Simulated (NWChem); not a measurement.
System: Si2H4OF2; SMILES F[SiH2]O[SiH2]F

Input file for NWChem:

```
start job
memory heap 200 mb stack 900 mb global 1100 mb
geometry units angstroms noautosym nocenter noautoz
  Si    -0.660218    -1.439534    -0.089711
  F      0.182660    -2.039029     1.155673
  O     -0.020540     0.017765    -0.508038
  Si     0.655546     1.452926    -0.071504
  F     -0.181653     2.066500     1.170635
  H     -2.065933    -1.275134     0.352924
  H     -0.508150    -2.362572    -1.238681
  H      0.539095     2.387403    -1.215413
  H      2.052046     1.247495     0.383439
end
basis spherical
  * library 6-31g*
end
dft
  xc b3lyp
  iterations 150
end
property
  shielding
end
task dft property
```

Parts of the log:

```
             Northwest Computational Chemistry Package (NWChem) 7.3.0
             --------------------------------------------------------

                             Geometry "geometry" -> ""
                             -------------------------

 Output coordinates in angstroms (scale by  1.889725989 to convert to a.u.)

  No.       Tag          Charge          X              Y              Z
 ---- ---------------- ---------- -------------- -------------- --------------
    1 Si                  14.0000    -0.66021800    -1.43953400    -0.08971100
    2 F                    9.0000     0.18266000    -2.03902900     1.15567300
    3 O                    8.0000    -0.02054000     0.01776500    -0.50803800
    4 Si                  14.0000     0.65554600     1.45292600    -0.07150400
    5 F                    9.0000    -0.18165300     2.06650000     1.17063500
    6 H                    1.0000    -2.06593300    -1.27513400     0.35292400
    7 H                    1.0000    -0.50815000    -2.36257200    -1.23868100
    8 H                    1.0000     0.53909500     2.38740300    -1.21541300
    9 H                    1.0000     2.05204600     1.24749500     0.38343900

 Effective nuclear repulsion energy (a.u.)     308.6108519655

                              NWChem Property Module
                              ----------------------

  itol2e modified to match energy
  convergence criterion.

                                 NWChem DFT Module
                                 -----------------

 Summary of "ao basis" -> "ao basis" (spherical)
 ------------------------------------------------------------------------------
       Tag                 Description            Shells   Functions and Types
 ---------------- ------------------------------  ------  ---------------------
 Si                          6-31g*                  8       18   4s3p1d
 F                           6-31g*                  6       14   3s2p1d
 O                           6-31g*                  6       14   3s2p1d
 H                           6-31g*                  2        2   2s

  itol2e modified to match energy
  convergence criterion.

            General Information
            -------------------
          SCF calculation type: DFT
          Wavefunction type:  closed shell.
          No. of atoms     :     9
          No. of electrons :    58
           Alpha electrons :    29
            Beta electrons :    29
          Charge           :     0
          Spin multiplicity:     1
          Use of symmetry is: off; symmetry adaption is: off
          Maximum number of iterations: 150
          AO basis - number of functions:    86
                     number of shells:    42
          Convergence on energy requested:  1.00D-07
          Convergence on density requested:  1.00D-05
          Convergence on gradient requested:  5.00D-04

              XC Information
              --------------
                         B3LYP Method XC Potential
                     Hartree-Fock (Exact) Exchange  0.200
                        Slater Exchange Functional  0.800 local
                    Becke 1988 Exchange Functional  0.720 non-local
              Lee-Yang-Parr Correlation Functional  0.810
                  VWN I RPA Correlation Functional  0.190 local

             Grid Information
             ----------------
          Grid used for XC integration:  fine
          Radial quadrature: Mura-Knowles
          Angular quadrature: Lebedev.
          Tag              B.-S. Rad. Rad. Pts. Rad. Cut. Ang. Pts.
          ---              ---------- --------- --------- ---------
          Si                  1.10      123          11.0       770
          F                   0.50       70          12.0       590
          O                   0.60       70           8.0       590
          H                   0.35       60          12.0       590
          Grid pruning is: on
          Number of quadrature shells:   696
          Spatial weights used:  Erf1

[...]

          -----------------------------------------
          Chemical Shielding Tensors (GIAO, in ppm)
          -----------------------------------------

                                NWChem CPHF Module
                                ------------------

  scftype          =     RHF
  nclosed          =       29
  nopen            =        0
  variables        =     1653
  # of vectors     =        3
  tolerance        = 0.10D-03
  level shift      = 0.00D+00
  max iterations   =       50
  max subspace     =       30

 SCF residual:    8.3021186935765007E-005

Iterative solution of linear equations
  No. of variables     1653
  No. of equations        3
  Maximum subspace       30
        Iterations       50
       Convergence  1.0D-04

   iter   nsub   residual    time
   ----  ------  --------  ---------
     1      3    3.63D-01      26.8
     2      6    7.62D-03      29.3
     3      9    3.65D-04      31.9
     4     12    2.23D-05      34.5

      Atom:    1  Si
        Diamagnetic
    877.0963      2.2071      2.5414
      2.2071    882.8472     -3.4049
      2.5414     -3.4049    878.4706

        Paramagnetic
   -452.5736    -15.3999     -3.9780
    -15.3999   -458.0215      0.8007
     -3.9780      0.8007   -439.2068

        Total Shielding Tensor
    424.5227    -13.1927     -1.4367
    -13.1927    424.8257     -2.6041
     -1.4367     -2.6041    439.2638

           isotropic =     429.5374
          anisotropy =      15.5425

          Principal Components and Axis System
                 1           2           3
              439.8991    437.5226    411.1905

      1         0.2024     -0.6795      0.7053
      2        -0.3360      0.6283      0.7017
      3         0.9198      0.3790      0.1012

      Atom:    2  F
        Diamagnetic
    467.5740     -4.6368     12.0983
     -4.6368    467.1818     -9.7037
     12.0983     -9.7037    477.0432

        Paramagnetic
   -152.1427     38.0242     25.0143
     38.0242   -100.0106    -32.7361
     25.0143    -32.7361   -157.1276

        Total Shielding Tensor
    315.4313     33.3875     37.1126
     33.3875    367.1712    -42.4398
     37.1126    -42.4398    319.9156

           isotropic =     334.1727
          anisotropy =      89.6640

          Principal Components and Axis System
                 1           2           3
              393.9487    353.6307    254.9387

      1         0.1799      0.7532      0.6327
      2         0.8896      0.1499     -0.4314
      3        -0.4198      0.6404     -0.6431

      Atom:    3  O
        Diamagnetic
    384.5628     20.2357      0.2695
     20.2357    416.0286      0.1701
      0.2695      0.1701    378.5543

        Paramagnetic
   -143.4829     -3.1686      0.6094
     -3.1686   -188.3284      0.9596
      0.6094      0.9596   -129.3237

        Total Shielding Tensor
    241.0799     17.0671      0.8790
     17.0671    227.7002      1.1297
      0.8790      1.1297    249.2306

           isotropic =     239.3369
          anisotropy =      20.7811

          Principal Components and Axis System
                 1           2           3
              253.1909    248.7669    216.0528

      1         0.7789     -0.2763     -0.5630
      2         0.5359     -0.1731      0.8263
      3         0.3257      0.9454     -0.0132

      Atom:    4  Si
        Diamagnetic
    877.1931      2.2693     -2.4121
      2.2693    882.7752      3.5238
     -2.4121      3.5238    878.4852

        Paramagnetic
   -453.3814    -15.1697      3.1702
    -15.1697   -457.2030     -1.4529
      3.1702     -1.4529   -438.6189

        Total Shielding Tensor
    423.8117    -12.9004      0.7581
    -12.9004    425.5722      2.0709
      0.7581      2.0709    439.8663

           isotropic =     429.7501
          anisotropy =      15.9201

          Principal Components and Axis System
                 1           2           3
              440.3635    437.2625    411.6243

      1        -0.1855     -0.6609      0.7272
      2         0.2931      0.6691      0.6829
      3         0.9379     -0.3398     -0.0696

      Atom:    5  F
        Diamagnetic
    467.6080     -4.7769    -11.9403
     -4.7769    467.3432      9.9392
    -11.9403      9.9392    477.0854

        Paramagnetic
   -149.9990     39.4670    -24.2931
     39.4670   -103.0956     34.4545
    -24.2931     34.4545   -157.5452

        Total Shielding Tensor
    317.6091     34.6901    -36.2334
     34.6901    364.2476     44.3937
    -36.2334     44.3937    319.5402

           isotropic =     333.7990
          anisotropy =      89.8715

          Principal Components and Axis System
                 1           2           3
              393.7133    353.7522    253.9314

      1         0.1961      0.7643      0.6144
      2         0.8806      0.1383     -0.4531
      3         0.4313     -0.6299      0.6459

      Atom:    6  H
        Diamagnetic
     38.2935      0.1372     -3.8205
      0.1372     25.0459     -0.1372
     -3.8205     -0.1372     24.4709

        Paramagnetic
     -6.6866      0.1244      1.9558
      0.1244     -0.5434     -0.2375
      1.9558     -0.2375     -0.5911

        Total Shielding Tensor
     31.6069      0.2616     -1.8647
      0.2616     24.5025     -0.3747
     -1.8647     -0.3747     23.8798

           isotropic =      26.6630
          anisotropy =       8.0782

          Principal Components and Axis System
                 1           2           3
               32.0485     24.5714     23.3692

      1         0.9735     -0.1016      0.2049
      2         0.0449      0.9634      0.2643
      3        -0.2243     -0.2481      0.9424

      Atom:    7  H
        Diamagnetic
     23.5361      0.0448     -0.2620
      0.0448     31.3935      7.4715
     -0.2620      7.4715     32.9047

        Paramagnetic
     -0.1592      0.0946      0.3461
      0.0946     -3.3360     -3.5040
      0.3461     -3.5040     -4.0197

[...]
```

Level: B3LYP/6-31G* (spherical d), GIAO. All runs use the structure optimised with PBE0/def2-SVP. The printed shielding anisotropy is the first printed principal value minus the mean of the other two.
